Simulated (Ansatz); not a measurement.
Ligand exchange: SiH3Br + GaH2(SH) → SiH3(SH) + GaH2Br

Species: SiH3Br `[SiH3]Br`, singlet; GaH2(SH), singlet; SiH3(SH) (sulfanylsilane), singlet; GaH2Br `[GaH2][Br]`, singlet. The partners trade Br for SH: Si–Br and Ga–SH bonds give way to Si–SH and Ga–Br.

Shapes, held fixed at every level: PBE0-D4/def2-TZVP. Programs: Ansatz 0.2.0. The zero-point and thermal change to 298 K, harmonic and unscaled (PBE0-D4/def2-TZVP), is -0.4 kJ/mol.

| level | kind | ΔH(298 K) (kJ/mol) | less CCSD(T)/def2-TZVPP | CPU time (sum over the molecules) |
| --- | --- | --- | --- | --- |
| HF/def2-SVP | Hartree–Fock | -7.2 | -5.4 | – |
| PBE-D4/def2-TZVPP | GGA | -0.7 | +1.1 | 11 s |
| PBE0-D4/def2-TZVPP | global hybrid | -2.3 | -0.5 | 14 s |
| r2SCAN0-D4/def2-TZVPP | global hybrid | -2.2 | -0.4 | 24 s |
| wB97X-V/def2-TZVPP | range-separated hybrid | -2.9 | -1.1 | 34 s |
| B2PLYP/def2-TZVPP | double hybrid | -1.8 | 0.0 | 20 s |
| CCSD(T)/def2-TZVPP | coupled cluster or CI | -1.8 | 0.0 | 81 s |

The highest level, CCSD(T)/def2-TZVPP, gives ΔH(298 K) = -1.8 kJ/mol; the levels span -7.2 to -0.7. That is about zero within the method's error. The column of differences is taken from that level and isn't an error. No measured value is set beside it here. Relativity is left out for Br, Ga unless named. Correlated rows may include outer-core shells of Br, Ga, which these sets cover unevenly. Times are processor times on shared x86 and Arm servers, and rough.
